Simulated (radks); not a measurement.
Ionisation ladder of niobium, from Nb9+ to Nb14+ (ions without a valid solution omitted). Each ion is in the ground configuration listed by NIST, and IE = E(next ion) - E(this ion). Calculated with a radial shooting solver on a logarithmic mesh with Libxc functionals: scalar-relativistic Kohn-Sham, SCAN, spin-unpolarised, spherical densities, finite nucleus; meta-GGA in the generalised Kohn-Sham scheme; Fermi nuclear charge, rms radius 4.324 fm.

species      configuration  IE, Delta-SCF (eV)  <r> HOMO (bohr)
Nb9+     [Ar] 3d10 4s2 4p2              178.38             1.12
Nb13+            [Ar] 3d10              486.42            0.421
Nb14+             [Ar] 3d9                   ?            0.412

Estimate the withheld Delta-SCF values.

Answer. Nb14+: 536.89 eV (NIST 530).

Beside tabulated values, note that spin-unpolarised runs miss the spin-polarisation part of the exchange energy of open shells.
